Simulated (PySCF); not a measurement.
SMILES C(B(F)CC=C)C=C, GFN2-xTB optimised geometry.

```
18

B     -0.72     0.89     0.00
C      0.87     0.89     0.00
C      1.51    -0.45     0.16
C      2.14    -1.10    -0.80
H      1.22     1.56     0.79
H      1.19     1.34    -0.95
H      1.44    -0.88     1.15
H      2.23    -0.70    -1.79
H      2.58    -2.07    -0.64
C     -1.63    -0.41    -0.11
C     -1.91    -0.62    -1.57
C     -1.32    -1.54    -2.32
H     -2.58    -0.27     0.41
H     -1.13    -1.29     0.29
H     -2.63     0.06    -2.00
H     -0.59    -2.22    -1.91
H     -1.55    -1.65    -3.36
F     -1.32     2.07     0.00
```

Density from B3LYP/def2-SVP in PySCF at that geometry.

Minimum of the electron density along straight lines between bonded atoms, close to the bond critical point (lines longer than 1.1 times the sum of covalent radii, or with two minima, are not listed):

```json
[
 {"bond": "B1–C2", "length / Å": "1.588", "ρ at the minimum / e bohr⁻³": "0.183", "∇²ρ there / e bohr⁻⁵": "-0.24", "position (fraction from the first atom)": "0.33"},
 {"bond": "C2–C3", "length / Å": "1.495", "ρ at the minimum / e bohr⁻³": "0.257", "∇²ρ there / e bohr⁻⁵": "-0.61", "position (fraction from the first atom)": "0.49"},
 {"bond": "C3–C4", "length / Å": "1.320", "ρ at the minimum / e bohr⁻³": "0.349", "∇²ρ there / e bohr⁻⁵": "-0.96", "position (fraction from the first atom)": "0.51"},
 {"bond": "C2–H5", "length / Å": "1.095", "ρ at the minimum / e bohr⁻³": "0.268", "∇²ρ there / e bohr⁻⁵": "-0.93", "position (fraction from the first atom)": "0.62"},
 {"bond": "C2–H6", "length / Å": "1.095", "ρ at the minimum / e bohr⁻³": "0.268", "∇²ρ there / e bohr⁻⁵": "-0.94", "position (fraction from the first atom)": "0.62"},
 {"bond": "C3–H7", "length / Å": "1.083", "ρ at the minimum / e bohr⁻³": "0.282", "∇²ρ there / e bohr⁻⁵": "-1.06", "position (fraction from the first atom)": "0.63"},
 {"bond": "C4–H8", "length / Å": "1.078", "ρ at the minimum / e bohr⁻³": "0.282", "∇²ρ there / e bohr⁻⁵": "-1.07", "position (fraction from the first atom)": "0.63"},
 {"bond": "C4–H9", "length / Å": "1.077", "ρ at the minimum / e bohr⁻³": "0.283", "∇²ρ there / e bohr⁻⁵": "-1.08", "position (fraction from the first atom)": "0.63"},
 {"bond": "B1–C10", "length / Å": "1.589", "ρ at the minimum / e bohr⁻³": "0.183", "∇²ρ there / e bohr⁻⁵": "-0.24", "position (fraction from the first atom)": "0.33"},
 {"bond": "C10–C11", "length / Å": "1.505", "ρ at the minimum / e bohr⁻³": "0.248", "∇²ρ there / e bohr⁻⁵": "-0.56", "position (fraction from the first atom)": "0.49"},
 {"bond": "C11–C12", "length / Å": "1.320", "ρ at the minimum / e bohr⁻³": "0.349", "∇²ρ there / e bohr⁻⁵": "-0.96", "position (fraction from the first atom)": "0.51"},
 {"bond": "C10–H13", "length / Å": "1.091", "ρ at the minimum / e bohr⁻³": "0.272", "∇²ρ there / e bohr⁻⁵": "-0.96", "position (fraction from the first atom)": "0.62"},
 {"bond": "C10–H14", "length / Å": "1.089", "ρ at the minimum / e bohr⁻³": "0.275", "∇²ρ there / e bohr⁻⁵": "-0.99", "position (fraction from the first atom)": "0.62"},
 {"bond": "C11–H15", "length / Å": "1.082", "ρ at the minimum / e bohr⁻³": "0.284", "∇²ρ there / e bohr⁻⁵": "-1.08", "position (fraction from the first atom)": "0.63"},
 {"bond": "C12–H16", "length / Å": "1.077", "ρ at the minimum / e bohr⁻³": "0.284", "∇²ρ there / e bohr⁻⁵": "-1.09", "position (fraction from the first atom)": "0.63"},
 {"bond": "C12–H17", "length / Å": "1.077", "ρ at the minimum / e bohr⁻³": "0.283", "∇²ρ there / e bohr⁻⁵": "-1.08", "position (fraction from the first atom)": "0.63"},
 {"bond": "B1–F18", "length / Å": "1.325", "ρ at the minimum / e bohr⁻³": "0.189", "∇²ρ there / e bohr⁻⁵": "1.41", "position (fraction from the first atom)": "0.34"}
]
```
